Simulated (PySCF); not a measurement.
Excitations are Tamm–Dancoff values on a coarser integration grid. The basis has no diffuse functions, so Rydberg states are missing or too high.

Cartesian coordinates (Å):
```xyz
19

O     -1.4407     2.4172    -0.5852
C     -1.2642     1.2368    -0.3485
C     -2.4508     0.2798    -0.2807
C     -2.1460    -1.1548     0.0153
C     -0.8937    -1.5983     0.2148
C      0.2651    -0.7089     0.1569
C      1.5668    -1.1946     0.3689
C      2.6654    -0.3380     0.3116
C      2.4878     1.0254     0.0407
C      1.2042     1.5228    -0.1717
C      0.0932     0.6707    -0.1164
H     -3.1535     0.6920     0.4671
H     -2.9944     0.3738    -1.2392
H     -2.9896    -1.8495     0.0662
H     -0.7078    -2.6541     0.4290
H      1.7111    -2.2571     0.5805
H      3.6700    -0.7343     0.4791
H      3.3513     1.6929    -0.0033
H      1.0257     2.5784    -0.3853
```
Charge 0, spin multiplicity 1.

Problem. Give the dipole moment, brightest of the four lowest singlets (TDA), S1–T1 gap (TDA), T1 excitation (TDA), S1 excitation (TDA), LUMO, total energy and HOMO at the level PBE-D3(BJ)/def2-TZVP // B3LYP-D3(BJ)/def2-SVP (PySCF 2.14.0).

Solution. 
* **dipole moment**: 2.93 D
* **brightest of the four lowest singlets (TDA)**: 4.43 eV
* **S1–T1 gap (TDA)**: 0.32 eV
* **T1 excitation (TDA)**: 2.68 eV
* **S1 excitation (TDA)**: 3.00 eV
* **LUMO**: -2.74 eV
* **total energy**: -460.7161 Ha
* **HOMO**: -5.61 eV
